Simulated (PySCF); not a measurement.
GaH3O2Se, SMILES [OH][Ga]([OH])[SeH]. The structure is a stationary point at PBE0-D3(BJ)/def2-SVP. The structure was generated by enumeration; whether it is a known compound was not checked. The values are those of a single conformer.

Question: Give the equilibrium geometry at PBE0-D3(BJ)/def2-SVP (PySCF confirms it by a frequency run) as Cartesian coordinates in Å, and its point group. (Estimate from the structure and the level; the computed values follow.)

Answer: One answer among several that fit: point group Cs.
```xyz
7

Ga    -0.0025     0.7559     0.0000
O     -1.4339     1.8139     0.0000
H     -2.2840     1.3632     0.0000
O      1.5762     1.5690     0.0000
H      1.5007     2.5297     0.0000
Se    -0.0500    -1.5533     0.0000
H      1.4214    -1.5773     0.0000
```
Charge 0, spin multiplicity 1.
